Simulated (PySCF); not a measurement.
Match the calculated data to a structure.

All candidates are C2H10OSi4.

- UV, strongest line: among the 8 lowest singlet transitions: S3 at 6.41 eV (194 nm, f = 0.063) [TDDFT wB97X-D/def2-SVPD]
- Triplet: lowest triplet excitation (Tamm–Dancoff): 5.02 eV [TDA wB97X-D/def2-SVPD]
- Rotational structure: rotational constants A, B, C: 1.438, 0.763, 0.567 GHz [GFN2-xTB]
- NMR, other nuclei: isotropic shieldings of nuclei other than C and H, by class: 307 (1 O), 376 (1 Si), 461 (1 Si), 463 (1 Si), 493 (1 Si) ppm [GIAO PBE0/pcSseg-1]
- 13C NMR: chemical shifts (computed TMS as zero) by class: 105.5 (1 C), 91.8 (1 C) ppm [GIAO PBE0/pcSseg-1]
- Polarisability: 142.1 au [wB97X-D/def2-SVPD]

The electronic properties come from PySCF, for the isolated species, density fitting. Levels stand in brackets. Geometry: GFN2-xTB, one conformer, isolated molecule. GFN2-xTB frequencies show an imaginary mode (22i cm⁻¹), so this geometry is no minimum at that level. NMR values are class means; diastereotopic atoms form classes of their own.

**Question.** Which candidate is it?
A. `C#C[SiH2][SiH2]O[SiH2][SiH3]`
B. `C=C[Si]1(O)[SiH2][SiH2][SiH2]1`
C. `C#C[Si@@H](O)[SiH]([SiH3])[SiH3]`

**Answer.** C. It is `C#C[Si@@H](O)[SiH]([SiH3])[SiH3]`. Numbering: `[CH:1]#[C:2][Si@@H:3]([OH:4])[SiH:5]([SiH3:6])[SiH3:7]`. Its formula, C2H10OSi4, gives 2 degrees of unsaturation: 0 rings and 2 π bonds in the structure found. 2 carbons fall into 2 classes; from least to most shielded: terminal alkyne carbon [C1] (105.5 ppm), alkyne carbon [C2] (91.8 ppm). The other shieldings belong to: 307 ppm, silanol oxygen [O4]; 376 ppm, oxygen-bound silicon [Si3]; 461 ppm, SiH3 silicon [Si6]; 463 ppm, SiH3 silicon [Si7]; 493 ppm, SiH silicon [Si5]. The optimised geometry has point group C1 and is an asymmetric top.

The others, at the same levels:
- `C=C[Si]1(O)[SiH2][SiH2][SiH2]1` fails: its computed 13C shifts are 151.2 (1 C), 142.8 (1 C) ppm, rotational constant A is 1.502 GHz (against 1.438 GHz) and smallest rotational constant is 0.819 GHz (against 0.567 GHz).
- `C#C[SiH2][SiH2]O[SiH2][SiH3]` fails: its computed 13C shifts are 109.3 (1 C), 85.6 (1 C) ppm, strongest line among the 8 lowest singlet transitions is S1 at 5.95 eV (208 nm, f = 0.030) (against S3 at 6.41 eV) and static isotropic polarisability is 131.1 au (against 142.1 au).

Each candidate is one conformer, not necessarily the lowest. The conformers computed, where there is a choice (atom-mapped SMILES and torsion angles):
- `[CH:1]#[C:2][Si@@H:3]([OH:4])[SiH:5]([SiH3:6])[SiH3:7]`: C2–Si3–Si5–Si6 -39°, H–O4–Si3–C2 -54°
- `[CH2:1]=[CH:2][Si:3]1([OH:4])[SiH2:5][SiH2:6][SiH2:7]1`: C1–C2–Si3–O4 178°, H–O4–Si3–C2 45°
- `[CH:1]#[C:2][SiH2:3][SiH2:4][O:5][SiH2:6][SiH3:7]`: C2–Si3–Si4–O5 -28°, Si3–Si4–O5–Si6 31°, Si4–O5–Si6–Si7 50°
